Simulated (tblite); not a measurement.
Start geometry of `O=C1C[C@@H](F)[C@H]1OCF` from a force field or distance geometry (Å):
```
atom  x, y, z in Å
O1    -0.068    2.115    0.434
C2    -0.540    1.007    0.290
C3    -1.953    0.453    0.181
C4    -1.333   -0.867   -0.311
F5    -1.450   -1.104   -1.626
C6     0.072   -0.418    0.190
O7     1.169   -0.562   -0.750
C8     2.389    0.064   -0.358
F9     2.696   -0.382    0.885
H10   -2.491    0.400    1.140
H11   -2.581    0.969   -0.564
H12   -1.711   -1.740    0.265
H13    0.327   -0.836    1.183
H14    2.294    1.147   -0.360
H15    3.175   -0.236   -1.046
```

What comes out of this run: GFN2-xTB geometry optimisation, gas phase in tblite?

```
atom  x, y, z in Å
O1    -0.1438    2.1614    0.4598
C2    -0.5678    1.0556    0.3232
C3    -1.9494    0.4659    0.1223
C4    -1.2971   -0.8875   -0.2169
F5    -1.3782   -1.1753   -1.5460
C6     0.0874   -0.3296    0.2077
O7     1.1218   -0.5154   -0.7289
C8     2.3274    0.0233   -0.3599
F9     2.8585   -0.6624    0.7101
H10   -2.5728    0.4693    1.0135
H11   -2.5035    0.9128   -0.7020
H12   -1.6463   -1.7722    0.3215
H13    0.3849   -0.7058    1.1973
H14    2.2616    1.0751   -0.0453
H15    3.0130   -0.1072   -1.2029
```

The energy falls by 25.4 kJ/mol over 73 L-BFGS steps, the largest force on an atom goes from 1.80 to 0.009 eV/Å, and the atoms move by 0.174 Å rms after alignment. The bond that changes most is O7–C8 (ether oxygen to sp3 C–F carbon), which shortens by 0.055 Å. Bonds longer at the end by more than 0.005 Å: 4 of 15; shorter: 10. Among the angles that change most is C3–C4–H12, from 111.7° to 117.9°. Among the dihedrals that turn most is C6–O7–C8–H14, from -68° to -51°. Rotational constants go from 2469, 1203, 928.8 to 2413, 1208, 912.5 MHz. The orientation of the end geometry is arbitrary; only internal coordinates are fixed.

The run took 0.64 s wall on one thread, Arm Neoverse N1 (aarch64), no GPU, shared host with 64 logical CPUs at a one-minute load of 58.

Its GFN2-xTB frequencies are all real (lowest 44 cm⁻¹). One conformer, not necessarily the lowest. 3 starts were optimised and ended at 0.00, 0.00 and 0.91 kcal/mol (GFN2-xTB); the lowest of these is shown.

These are computed values.
